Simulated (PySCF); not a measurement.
Species: C₇H₉N.
SMILES with atom numbers: `[CH3:1][C:2]1=[CH:3][CH2:4][C@H:5]([C:6]#[N:7])[CH2:8]1` (hydrogens: H9, H10, H11 on C1; H12 on C3; H13, H14 on C4; H15 on C5; H16, H17 on C8)

Cartesian coordinates in Å at the GFN2-xTB level; atoms count from 1:
```xyz
17
C7H9N angstrom
C      2.3693   -0.4942   -0.1043
C      0.8998   -0.3358    0.0722
C      0.0373   -1.2101    0.5677
C     -1.3745   -0.7084    0.5666
C     -1.2268    0.7839    0.1781
C     -2.2021    1.1790   -0.8024
N     -2.9660    1.4786   -1.5993
C      0.2149    0.9329   -0.3634
H      2.9028    0.2779    0.4499
H      2.6370   -0.3917   -1.1558
H      2.6955   -1.4688    0.2485
H      0.2731   -2.1975    0.9246
H     -1.8581   -0.8265    1.5378
H     -1.9749   -1.2525   -0.1694
H     -1.3609    1.4134    1.0638
H      0.7066    1.8237    0.0307
H      0.2201    1.0081   -1.4553
```

The closed-shell SCF was solved with PySCF and density fitting under several settings on one GFN2-xTB geometry (grid level 2 and gas phase unless stated).

```
                                                                                      settings  basis functions  SCF cycles     E (Eh)  HOMO (eV)  LUMO (eV)  dipole (D)
                                                                                 PBE0/pcSseg-1              181          14  -326.4526      -7.21       0.33        4.34
                                                                                PBE0/def2-SVPD              232          14  -326.2718      -7.21       0.25        4.41
                                                      wB97X-D/6-31G, energy threshold 1e-06 Eh               90           7  -326.6804      -8.77       2.65        4.25
                                                                                    BLYP/6-31G               90          16  -326.6386      -5.60      -0.04        4.13
LDA/pcSseg-1, energy threshold 1e-07 Eh, damping 0.3 at the start, DIIS from the seventh cycle              181          20  -323.8781      -6.21      -0.90        4.35
                                                     wB97X/def2-SVP, energy threshold 1e-06 Eh              157           7  -326.5625      -9.45       2.72        4.15
```

**Question.** Estimate the rows for these settings: (1) HCTH407/3-21G; (2) OLYP/6-311G**.

**Answer.** 
```tsv
settings	basis functions	SCF cycles	E (Eh)	HOMO (eV)	LUMO (eV)	dipole (D)
HCTH407/3-21G	90	15	-325.0644	-5.98	-0.32	3.92
OLYP/6-311G**	198	15	-326.8366	-5.82	-0.39	4.16
```

**Question.** Over all rows, what range does the HOMO–LUMO gap span?

**Answer.** From 5.31 eV (LDA/pcSseg-1, energy threshold 1e-07 Eh, damping 0.3 at the start, DIIS from the seventh cycle) to 12.17 eV (wB97X/def2-SVP, energy threshold 1e-06 Eh). The functional of the narrowest has no exact exchange, that of the widest range-separated exact exchange.

**Question.** Compare two rows with the functional PBE0: PBE0/pcSseg-1 and PBE0/def2-SVPD. Which energy is lower, and by how much?

**Answer.** PBE0/pcSseg-1 (181 functions) lies 0.1808 Eh or 113 kcal/mol below PBE0/def2-SVPD (232 functions). The smaller set gives the lower energy; the two sets aren't nested, so the variational bound doesn't order them by size.

wB97X-D ran without the empirical dispersion term, which would shift the total energy alone. Cycle counts include a coarse-grid stage where the run had one. All basis functions are spherical, in the Pople sets too.

One conformer stands for the species.
